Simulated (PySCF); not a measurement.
## How methods differ on the ionisation energy of Mn¹³⁺

Mn¹³⁺ [Ne] 3s2 → Mn¹⁴⁺ [Ne] 3s1 [3s1/2^1, M_J = 1/2], as a difference of total energies. Calculation: PySCF 2.14, in an uncontracted even-tempered set (19 s from 1 bohr⁻², ratio 2.4; 13 p from 1.3 bohr⁻², ratio 2.4; 5 d from 5 bohr⁻², ratio 2.6; 4 f from 7.5 bohr⁻², ratio 2.6); the two-component X2C-1e Hamiltonian. Correlated levels: 1s2 frozen; the 50 highest virtual spinors dropped. "Screened" scales the spin-orbit matrix elements by Boettger's factors to mimic the two-electron term; Breit and QED terms are absent.

```
                    method  ionisation energy (eV)
 GHF (screened spin-orbit)                  400.68
GMP2 (screened spin-orbit)                  402.90
```

Problem. How much does correlation contribute at GMP2 (screened spin-orbit)?

Solution. 402.90 − (400.68) = 2.22 eV, measured against GHF (screened spin-orbit).

For comparison: 402.95 ± 0.25 eV (semi-empirical (NIST evaluation); NIST Atomic Spectra Database, ionization energies).
